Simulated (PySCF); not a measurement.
SMILES C#C/C=C\[Si](Cl)(Cl)Cl, singlet at its GFN2-xTB optimised geometry (Å):

```
11

C      1.6987    -1.3602     0.0000
C      0.4969    -1.3602     0.0000
C     -0.9095    -1.3790    -0.0168
C     -1.6745    -0.4729     0.6041
Si    -1.0191     0.9806     1.6054
Cl     0.1219     2.1941     0.4561
Cl     0.0959     0.3378     3.1673
Cl    -2.6078     2.0208     2.3017
H      2.7479    -1.3545     0.0071
H     -1.3517    -2.1941    -0.5781
H     -2.7479    -0.5832     0.5265
```

Calculation: B3LYP/def2-TZVP (PySCF). Cells within 0.4 Å of a nucleus heavier than hydrogen are left out (blank, or x).

Map of the Laplacian of the electron density (e/bohr⁵), clipped to [-1.50, 1.50] on the plane z = 0.8 Å:

```
|333333333333333333333333333|
|333333333333333333333333333|
|333333333333333333333333333|
|333333333333333333333333333|
|333333333333333333333333333|
|333333333333334333333333333|
|333333333334200333333333333|
|3333333333331x9233333333333|
|333333333333099233333333333|
|333333333333222433333333333|
|333333333343333333333333333|
|333333333333333333333333333|
|333333333333333333333333333|
|333333442023333333333333333|
|33333321xx34333333333333333|
|333333224x34433333333333333|
|333333344334443343333333333|
|333333333433443443333333333|
|333333333333333333333333333|
|333333333333333333333333333|
|333333333333333333333333333|
|333333333333333333333333333|
|333333333333333333333333333|
|333333333333333333333333333|
|333333333333333333333333333|
|333333333333333333333333333|
|333333333333333333333333333|
```
Scale: ten equal steps from -0.800 (start of '0') to 1.50 (end of '9'), in the order '0123456789'; x runs from -5.00 to 5.00, y from -5.00 (bottom) to 5.00 (top).
